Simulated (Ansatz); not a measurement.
C3H5, doublet, at a GFN2-xTB geometry; BLYP/3-21G in Ansatz (a quantum-chemistry and plane-wave program).

Input for Ansatz:
Ansatz 0.2 input:
```yaml
crystal:
  periodic: [false, false, false]
  atoms:
    - {symbol: C, position_ang: [-0.70328622, 0.48630277, -0.88252473]}
    - {symbol: C, position_ang: [0.07387048, -0.40029045, -0.18042983]}
    - {symbol: C, position_ang: [0.63816603, -0.13342848, 1.04158185]}
    - {symbol: H, position_ang: [-1.12509080, 0.23342954, -1.83772780]}
    - {symbol: H, position_ang: [-0.91271143, 1.46671349, -0.49178054]}
    - {symbol: H, position_ang: [0.25362475, -1.37434554, -0.61948251]}
    - {symbol: H, position_ang: [1.24062671, -0.85949723, 1.55552949]}
    - {symbol: H, position_ang: [0.49104907, 0.81819674, 1.52169761]}
basis:
  gaussian:
    orbitals: 3-21G.json
hamiltonian:
  xc: blyp
magnetization: {spin_polarized: true, initial_magnetization: 1}
```
The basis file holds 3-21G in the JSON format of the Basis Set Exchange.

Output, abridged:

```
Functional definition: BLYP
488 factors; integrals over basis functions are off by at most 1.1e-3 eV
mean field evaluation 1: about -3166.0958 eV, gradient 3.3e1 eV
mean field evaluation 2: about -3163.9863 eV, gradient 3.8e1 eV
mean field evaluation 4: about -3171.4469 eV, gradient 2.2e0 eV
mean field evaluation 8: about -3171.4133 eV, gradient 4.6e-2 eV
mean field evaluation 16: about -3171.4133 eV, gradient 6.7e-6 eV
mean field -3171.41332380 eV, -116.5472899886 hartree, gradient 6.4e-6 eV, S^2 0.763268; 0 other end points of the search recorded, 0 dependent functions left out
reference -3171.41356231 eV, -116.5472987534 hartree; 12, 11 occupied and 25, 26 virtual orbitals, 488 factors
Total energy: -3171.41356231 eV, -116.5472987534 hartree
```
